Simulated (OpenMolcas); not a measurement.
**How methods differ on CH5FOSn (SMILES FC[O][SnH3])**

CH5FOSn: 9 atoms, total charge 0, spin state singlet. As SMILES, `FC[O][SnH3]`. Geometry: relaxed at PBE0-D4/def2-TZVP. This is one conformer, not always the lowest.

Quantity: the HOMO–LUMO gap, in eV. The values are calculated.

```tsv
level	kind	program	value (eV)	CPU time
SVWN5/def2-SVP (core potential)	LDA	OpenMolcas	5.07	19 s
BLYP/def2-SVP (core potential)	GGA	OpenMolcas	5.23	27 s
PBE/def2-SVP (core potential)	GGA	OpenMolcas	5.23	28 s
TPSS/def2-SVP (core potential)	meta-GGA	OpenMolcas	5.57	34 s
r2SCAN/def2-SVP (core potential)	meta-GGA	OpenMolcas	5.95	35 s
B3LYP/def2-SVP (core potential)	global hybrid	OpenMolcas	7.16	27 s
M06-2X/def2-SVP (core potential)	hybrid meta-GGA	OpenMolcas	9.95	32 s
PBE0/def2-SVP (core potential)	global hybrid	OpenMolcas	7.66	26 s
```

The values span 5.07 to 9.95 eV. Orbital gaps aren't excitation energies; they tend to grow with the share of exact exchange. Times are those of the runs behind each value, whatever else they computed, on shared processors of several kinds: orders of magnitude only.
